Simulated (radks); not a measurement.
All-electron atom: V VI in [Ar]. Calculated with a radial shooting solver on a logarithmic mesh with Libxc functionals: Dirac Kohn-Sham, PBE, spin-unpolarised, spherical densities, finite nucleus; Fermi nuclear charge, rms radius 3.6002 fm. Some entries of the table are withheld. Estimate them.

orbital  occ.  eigenvalue (eV)  <r> (bohr)
1s1/2       2        -5443.450     0.06645
2s1/2       2        -684.7270      0.3079
2p1/2       2        -589.8199      0.2721
2p3/2       4        -582.7292      0.2749
3s1/2       2        -144.6668      0.9056
3p1/2       2        -118.0664         (1)
3p3/2       4        -117.0985         (2)
3d3/2       0         -75.6757         (3)
3d5/2       0         -75.5621         (4)
4s1/2       0              (5)         (6)

Answer. 
(1) 3p1/2 <r> (bohr): 0.9383
(2) 3p3/2 <r> (bohr): 0.9447
(3) 3d3/2 <r> (bohr): 1.005
(4) 3d5/2 <r> (bohr): 1.006
(5) 4s1/2 eigenvalue (eV): -51.4472
(6) 4s1/2 <r> (bohr): 2.128
